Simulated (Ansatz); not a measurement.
C₃H₅BO (`BC1OC1=C`) at its PBE0-D4/def2-TZVP geometry, where that method's forces vanish. The species carries charge 0 and has multiplicity 1.

```xyz
10

B     1.3276   -1.0789    0.2881
C     0.9192    0.3324   -0.1431
O     0.2117    0.4815   -1.4521
C    -0.5147    0.4824   -0.3453
C    -1.7588    0.5650    0.0725
H     1.8688   -1.2262    1.3434
H     1.0433   -2.0111   -0.3980
H     1.4471    1.2403    0.1372
H    -2.5675    0.7144   -0.6309
H    -1.9768    0.5003    1.1283
```

(1) What forces (eV/Å) does r2SCAN-D4/def2-TZVPP give on these atoms in the Gaussian-basis code of Ansatz? (An estimate is asked.)

Answers

(1) Computed: 
```
B1  -0.003 -0.003  0.004
C2   0.378 -0.124  0.441
O3  -0.109  0.054 -0.599
C4  -0.043 -0.002  0.105
C5  -0.218  0.005  0.077
H6  -0.019  0.010 -0.031
H7   0.003  0.033  0.021
H8  -0.008  0.022 -0.004
H9   0.014  0.008  0.010
H10  0.006 -0.003 -0.024
```
